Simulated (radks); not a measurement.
B I, configuration [He] 2s2 2p1. Method: non-relativistic Kohn-Sham, exchange-only PBE, spin-polarised, spherical densities, point nucleus; open shells are filled with parallel spins first; computed with a radial shooting solver on a logarithmic mesh with Libxc functionals.

Local quantities along the radius. ELF = 1/(1 + alpha^2) is the electron localisation function; alpha = (tau - tau_W)/tau_unif compares the Pauli kinetic energy density with that of the uniform gas (summed over spins); r v_xc is r times the local exchange-correlation potential of spin up (hartree bohr); 4 pi r^2 rho is in e/bohr.

r (bohr)    ELF      alpha    r v_xc  4 pi r^2 rho
0.01558   1.000  0.0004957  -0.09889        0.1893
0.01728   1.000  0.0005078   -0.1052        0.2291
0.01933   1.000  0.0005227   -0.1127        0.2808
0.02162   1.000  0.0005401   -0.1209        0.3433
0.02418   1.000  0.0005603   -0.1300        0.4186
0.02684   1.000  0.0005821   -0.1392        0.5018
0.03002   1.000  0.0006096   -0.1500        0.6081
0.03357   1.000  0.0006422   -0.1618        0.7341
0.03725   1.000  0.0006781   -0.1737        0.8712
0.04167   1.000  0.0007241   -0.1876         1.043
0.04661   1.000  0.0007799   -0.2026         1.242
0.05171   1.000  0.0008427   -0.2175         1.453
0.05784   1.000  0.0009256   -0.2347         1.710
0.0647    1.000   0.001029   -0.2530         1.998
0.07236   1.000   0.001160   -0.2724         2.316
0.0803    1.000   0.001315   -0.2913         2.636
0.08981   1.000   0.001530   -0.3124         3.001
0.1005    1.000   0.001816   -0.3342         3.380
0.1115    1.000   0.002171   -0.3548         3.734
0.1247    1.000   0.002694   -0.3770         4.103
0.1395    1.000   0.003434   -0.3989         4.442
0.1547    1.000   0.004416   -0.4185         4.712
0.1731    1.000   0.005975   -0.4383         4.934
0.1936    1.000   0.008377   -0.4560         5.063
0.2165    1.000    0.01220   -0.4709         5.081
0.2403    1.000    0.01796   -0.4815         4.986
0.2687    0.999    0.02845   -0.4886         4.759
0.3006    0.998    0.04724   -0.4907         4.409
0.3335    0.994    0.07912   -0.4879         3.990
0.3731    0.979     0.1448   -0.4801         3.465
0.4173    0.928     0.2784   -0.4690         2.902
0.463     0.781     0.5288   -0.4584         2.386
0.5179    0.466      1.071   -0.4506         1.881
0.5792    0.186      2.090   -0.4488         1.466
0.6479    0.072      3.579   -0.4455         1.168
0.7189    0.043      4.692   -0.4157         1.006
0.8041    0.048      4.468   -0.3705        0.9486
0.8994    0.099      3.025   -0.4063        0.9926
0.998     0.249      1.738   -0.4824         1.096
1.116     0.543     0.9175   -0.5522         1.236
1.249     0.778     0.5341   -0.6004         1.365
1.385     0.876     0.3770   -0.6301         1.444
1.55      0.914     0.3059   -0.6493         1.463
1.733     0.926     0.2832   -0.6566         1.406
1.939     0.923     0.2880   -0.6521         1.280
2.151     0.911     0.3118   -0.6376         1.116
2.406     0.885     0.3599   -0.6120        0.9120
2.691     0.839     0.4383   -0.5784        0.7048
2.986     0.768     0.5502   -0.5435        0.5277
3.34      0.650     0.7337   -0.5063        0.3661
3.736     0.492      1.017   -0.4735        0.2401
4.145     0.333      1.415   -0.4486        0.1544
4.636     0.190      2.066   -0.4266       0.09074
5.186     0.096      3.068   -0.4052       0.05025
5.801     0.045      4.622   -0.3785       0.02613
6.436     0.021      6.870   -0.3446       0.01338
7.199     0.008      10.81   -0.2976      0.006049
8.052     0.003      17.77   -0.2435      0.002505
8.935     0.001      29.71   -0.1925      0.001010
9.994     0.000      55.52   -0.1419     0.0003407

On this mesh the ELF has minima near r = 0.72 bohr, which separate the shells, and maxima near 1.7 (0.93).

Self-consistent cycle (total energy in hartree, residual of the potential): 1: -24.469195, 4e-01; 2: -24.481015, 3e-01; 3: -24.490544, 9e-03; 4: -24.490589, 1e-02; 5: -24.490596, 9e-03; 6: -24.490623, 2e-04; 7: -24.490623, 2e-05; 8: -24.490623, 9e-06; 9: -24.490623, 3e-07; 10: -24.490623, 8e-08; 11: -24.490623, 9e-09; 12: -24.490623, 2e-09; 13: -24.490623, 1e-09.
